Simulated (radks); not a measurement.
Q: Species: neutral praseodymium. Configuration: [Kr] 4d10 4f3.5 5s2 5p5.5 6s2 (fractional occupations, a model configuration). Method: Dirac Kohn-Sham, SOGGA, spin-unpolarised, spherical densities, finite nucleus; open shells fill j = l - 1/2 first; Fermi nuclear charge, rms radius 4.8919 fm; computed with a radial shooting solver on a logarithmic mesh with Libxc functionals. Some entries of the table are withheld. Estimate them.

orbital,occ.,eigenvalue (hartree),<r^2> (bohr^2),<r> (bohr)
1s1/2,2,-1534.449,0.0007901,0.02410
2s1/2,2,-246.7154,0.01248,0.1026
2p1/2,2,-233.2140,0.009134,0.08606
2p3/2,4,-215.5033,0.01039,0.09237
3s1/2,2,-53.16003,0.08474,0.2721
3p1/2,2,-47.41153,0.07966,0.2618
3p3/2,4,-43.90282,0.08711,0.2741
3d3/2,4,-33.85780,(1),0.2452
3d5/2,6,-33.10116,(2),0.2491
4s1/2,2,-10.51246,0.4384,0.6231
4p1/2,2,(3),0.4677,0.6410
4p3/2,4,(4),0.5095,0.6692
4d3/2,4,-4.07693,0.6082,0.7235
4d5/2,6,-3.94492,0.6253,0.7337
5s1/2,2,-1.42114,2.580,(5)
5p1/2,2,-0.85337,3.337,1.714
5p3/2,3.5,-0.75206,3.704,1.805
6s1/2,2,-0.12711,22.74,4.482
5d3/2,0,-0.07795,13.18,3.269
5d5/2,0,-0.07210,14.01,3.367
6p1/2,0,(6),40.01,5.906
6p3/2,0,(7),44.31,6.213
4f5/2,3.5,-0.02048,2.580,1.284
4f7/2,0,-0.00879,2.920,1.336

A: 
(1) 3d3/2 <r^2> (bohr^2): 0.07096
(2) 3d5/2 <r^2> (bohr^2): 0.07307
(3) 4p1/2 eigenvalue (hartree): -8.36234
(4) 4p3/2 eigenvalue (hartree): -7.60770
(5) 5s1/2 <r> (bohr): 1.514
(6) 6p1/2 eigenvalue (hartree): -0.04882
(7) 6p3/2 eigenvalue (hartree): -0.04260
